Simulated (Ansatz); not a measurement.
Relaxation of C$_{3}$H$_{9}$NSi (14 atoms, charge 0, multiplicity 1), to a largest force component of 0.015 eV/Å in at most 40 steps.

Method: RKS PBE0-D4/6-31G in Ansatz 0.2.0.

```xyz
14
Properties=species:S:1:pos:R:3
C -1.736 0.554 -0.507
C -0.459 -0.070 -0.524
Si 0.105 -0.848 -2.099
N -0.321 -1.556 -0.573
C 0.500 -2.092 0.408
H -1.711 1.590 -1.014
H -2.156 0.771 0.492
H -2.476 0.018 -1.084
H 0.280 0.447 0.000
H 1.550 -1.239 -2.256
H -0.892 -1.316 -3.115
H 1.444 -1.606 0.547
H -0.074 -2.083 1.381
H 0.683 -3.146 0.134
```

Question: Where does it end, and by what steps?

Answer: The forces met the threshold. Limits of this set-up: no polarisation functions. After 8 steps the energy has fallen by 0.864 eV; H10 moved furthest, 0.45 Å.

| step | energy less start (eV) | largest force component (eV/Å) | accepted |
| --- | --- | --- | --- |
| 0 | 0.0000 | 3.267 | yes |
| 1 | -0.7398 | 1.316 | yes |
| 2 | -0.8500 | 0.203 | yes |
| 3 | -0.8586 | 0.093 | yes |
| 4 | -0.8583 | 0.283 | no |
| 5 | -0.8622 | 0.062 | yes |
| 6 | -0.8633 | 0.046 | yes |
| 7 | -0.8636 | 0.036 | yes |
| 8 | -0.8638 | 0.013 | yes |

```xyz
14
Properties=species:S:1:pos:R:3
C -1.772 0.598 -0.470
C -0.415 -0.027 -0.667
Si 0.147 -0.993 -2.215
N -0.324 -1.502 -0.550
C 0.410 -2.131 0.532
H -1.784 1.630 -0.836
H -2.043 0.610 0.595
H -2.540 0.028 -1.001
H 0.405 0.522 -0.181
H 1.606 -0.925 -2.569
H -0.738 -1.450 -3.328
H 1.406 -1.688 0.711
H -0.165 -2.053 1.463
H 0.543 -3.193 0.307
```

Whether the end is a true minimum wasn't checked by a vibrational analysis.

Time of the run: 43 s on 1 thread of Arm Neoverse V1, with other jobs on the host, peak memory 0.16 GiB.
